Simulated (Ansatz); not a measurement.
`F[Si]F` + HBr → `F[Si]Br` + H–F at 400 K and 1 bar (ligand exchange at the Si–F bond).

Gas-phase electronic energies from Ansatz, PBE0-D4/def2-TZVP geometries. CCSD(T)/CBS is the MP2 limit (def2-TZVPP, def2-QZVPP) plus CCSD(T) − MP2 in def2-TZVPP, frozen cores. This one scheme is used for every species. For Br outer-core shells are correlated without core-valence functions, which leaves a few kJ/mol of doubt a bond. Scalar relativity is left out up to krypton.

| species | CCSD(T)/CBS energy (Eh) | H − E (kJ/mol) | S (J/(mol·K)) |
| --- | --- | --- | --- |
| `F[Si]F` | -488.75686 | 28.3 | 270.5 |
| HBr | -2573.91920 | 27.6 | 207.2 |
| `F[Si]Br` | -2962.26094 | 26.4 | 302.2 |
| H–F | -100.39570 | 36.5 | 182.2 |

H − E and S are ideal-gas, rigid-rotor, harmonic terms from PBE0-D4/def2-TZVP. 1 Eh = 2625.50 kJ/mol, R = 8.31446 J/(mol·K).

Task: By hand: ΔE, ΔH, ΔS and ΔG.

Result: ΔE = (-2962.26094) + (-100.39570) − (-488.75686) − (-2573.91920) = 0.01942 Eh = 51.0 kJ/mol. Δ(H − E) = 26.4 + 36.5 − 28.3 − 27.6 = 7.0, so ΔH = 58.0 kJ/mol. ΔS = 302.2 + 182.2 − 270.5 − 207.2 = 6.7 J/(mol·K). ΔG = 58.0 − 400 × (6.7)/1000 = 55.3 kJ/mol.

Task: By hand: the equilibrium constant, and the temperature at which ΔG would vanish if ΔH and ΔS stayed fixed.

Result: log₁₀ K = −ΔG/(RT ln 10) = -7.2. ΔG = 0 at ΔH/ΔS = 8657 K, far beyond where these terms or the molecules hold.

The number of gas molecules stays the same, so ΔS is small and ΔH decides. A doubt of 5 kJ/mol in ΔE shifts log₁₀ K by 0.7 here. These are equilibria of isolated gas molecules and say nothing of rates. Largest T1 diagnostic: 0.015 (customary marks: 0.02 for closed shells, 0.045 for open ones).
